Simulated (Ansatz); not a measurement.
Si₁₉AsH₃₂. Charge 0, multiplicity 2. Geometry PBE-D4/def2-SVP; atoms count from 1.

Cartesian coordinates in Å:
```
Si 3.2538 0.6706 -2.3759
Si 3.0915 0.5712 3.7115
Si -0.6196 1.7866 3.4924
As 0.9494 1.3569 0.3474
Si 0.8717 -2.3747 -0.4321
Si 0.1158 -1.5928 1.6675
Si -1.2248 -0.2279 -2.1553
Si 1.3196 -1.9005 -4.1576
Si -3.1479 0.8825 0.8599
Si -3.5563 -2.6783 -0.2352
Si 3.0748 0.9275 1.3723
Si 1.9490 2.4290 -1.5168
Si 2.3585 -1.5053 -2.0789
Si 0.3330 3.1308 1.8129
Si 1.1373 1.1443 4.9154
Si -1.5540 -0.0450 2.3258
Si -0.1740 -0.0855 -4.2496
Si -2.3442 1.6002 -1.2276
Si -2.6934 -2.0559 -2.3315
Si -4.7557 -0.8033 0.5223
H 3.4769 0.8320 -3.8607
H 4.6040 0.7307 -1.7089
H 4.2435 1.3817 4.2583
H 3.4132 -0.8826 3.9512
H -1.7041 2.4890 4.2750
H 1.6973 -3.5461 0.0783
H -0.2683 -3.0392 -1.1667
H 1.3680 -1.1809 2.4147
H -0.2868 -2.8979 2.3253
H 2.3223 -1.8852 -5.2831
H 0.5623 -3.2024 -4.1858
H -3.7633 2.0474 1.6034
H -2.4412 -2.9741 0.7373
H -4.4265 -3.9054 -0.3444
H 4.0227 2.0536 1.0364
H 3.5975 -0.3210 0.7016
H 2.7936 3.6196 -1.1386
H 0.8650 2.8714 -2.4616
H 3.5828 -2.3844 -1.9502
H 1.4986 3.9693 2.2773
H -0.6672 4.0161 1.1182
H 1.4743 2.3094 5.8129
H 0.7344 -0.0160 5.7897
H -2.3749 -0.8111 3.3448
H 0.6037 1.1960 -4.4114
H -1.1950 -0.1738 -5.3609
H -1.4533 2.8098 -1.1160
H -3.5333 1.9792 -2.0827
H -2.0109 -3.1973 -3.0407
H -3.8736 -1.6331 -3.1794
H -5.4745 -1.0820 1.8180
H -5.7718 -0.4033 -0.5183
```

Single mean-field runs in def2-SVP are fitted with def2-universal-jkfit.

(1) Estimate the Mulliken populations of the heavy atoms from the PBE0/def2-SVP orbitals of Ansatz.

(2) Where does the spin sit?

(3) And the Mayer bond orders between heavy atoms (over 0.3)?

Results:

(1) 
| atom | charge (e) | spin (α − β) |
| --- | --- | --- |
| Si1 | 0.01 | 0.00 |
| Si2 | 0.01 | 0.00 |
| Si3 | -0.08 | 0.00 |
| As4 | -0.40 | 0.01 |
| Si5 | 0.06 | -0.01 |
| Si6 | 0.03 | 0.00 |
| Si7 | -0.22 | 0.93 |
| Si8 | 0.08 | 0.00 |
| Si9 | -0.08 | 0.00 |
| Si10 | 0.05 | 0.00 |
| Si11 | 0.09 | 0.01 |
| Si12 | 0.17 | 0.00 |
| Si13 | -0.13 | 0.01 |
| Si14 | 0.16 | 0.01 |
| Si15 | 0.11 | 0.00 |
| Si16 | -0.09 | 0.00 |
| Si17 | 0.08 | -0.02 |
| Si18 | 0.12 | -0.02 |
| Si19 | 0.04 | -0.03 |
| Si20 | 0.08 | 0.00 |
Mulliken values depend strongly on the basis.

(2) Summed by element: Si 0.87, As 0.01, H 0.13, of 1 unpaired in all. Largest on single atoms: Si7 0.93, H46 0.03, H26 0.03.

(3) Si1–Si12 0.93 (2.35 Å); Si1–Si13 0.92 (2.37 Å); Si2–Si11 0.95 (2.37 Å); Si2–Si15 0.94 (2.37 Å); Si3–Si14 0.92 (2.35 Å); Si3–Si15 0.94 (2.35 Å); Si3–Si16 0.93 (2.36 Å); As4–Si11 0.90 (2.40 Å); As4–Si12 0.91 (2.37 Å); As4–Si14 0.91 (2.38 Å); Si5–Si6 0.95 (2.36 Å); Si5–Si13 0.92 (2.38 Å); Si6–Si16 0.92 (2.37 Å); Si7–Si17 0.95 (2.35 Å); Si7–Si18 0.94 (2.34 Å); Si7–Si19 0.94 (2.35 Å); Si8–Si13 0.93 (2.36 Å); Si8–Si17 0.93 (2.35 Å); Si9–Si16 0.91 (2.36 Å); Si9–Si18 0.94 (2.35 Å); Si9–Si20 0.94 (2.35 Å); Si10–Si19 0.94 (2.35 Å); Si10–Si20 0.94 (2.35 Å).
